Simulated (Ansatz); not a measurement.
Start from `CC(C)[O][InH2]` and change one atom or group to get `CC(C)O[Si]F`.

Ansatz, PBE0-D4/def2-TZVP geometries, multiplicity 1. Each molecule was computed in one conformer, which needn't be the lowest.

Elements past krypton have def2 core potentials.

```json
{"property": "size of the dipole moment (ωB97M-V/def2-TZVPP) / D", "`CC(C)[O][InH2]`": "1.62"}
{"property": "HOMO energy (B3LYP/def2-TZVPP) / eV", "`CC(C)[O][InH2]`": "-7.10"}
{"property": "LUMO energy (ωB97M-V/def2-TZVPP) / eV", "`CC(C)[O][InH2]`": "-0.11"}
{"property": "LUMO energy (PBE0/def2-TZVPP) / eV", "`CC(C)[O][InH2]`": "-1.52"}
{"property": "size of the dipole moment (B3LYP/def2-TZVPP) / D", "`CC(C)[O][InH2]`": "1.50"}
{"property": "HOMO energy (ωB97M-V/def2-TZVPP) / eV", "`CC(C)[O][InH2]`": "-9.69"}
```

Give the same properties after the change, and the shifts. (Best estimate.)

Computed: 
```tsv
property	`CC(C)O[Si]F`	shift
size of the dipole moment (ωB97M-V/def2-TZVPP) / D	1.65	0.03
HOMO energy (B3LYP/def2-TZVPP) / eV	-7.28	-0.18
LUMO energy (ωB97M-V/def2-TZVPP) / eV	0.64	0.75
LUMO energy (PBE0/def2-TZVPP) / eV	-1.35	0.17
size of the dipole moment (B3LYP/def2-TZVPP) / D	1.72	0.22
HOMO energy (ωB97M-V/def2-TZVPP) / eV	-9.64	0.05
```

With PBE0 the HOMO falls by 0.15 eV and the LUMO rises by 0.17 eV, so the gap widens by about 0.32 eV. PBE moves the HOMO by -0.36 eV and ωB97M-V by 0.05 eV. Dipoles are sizes alone; their direction can turn.

B3LYP here is the variant with VWN-RPA as its local correlation; programs differ in this.
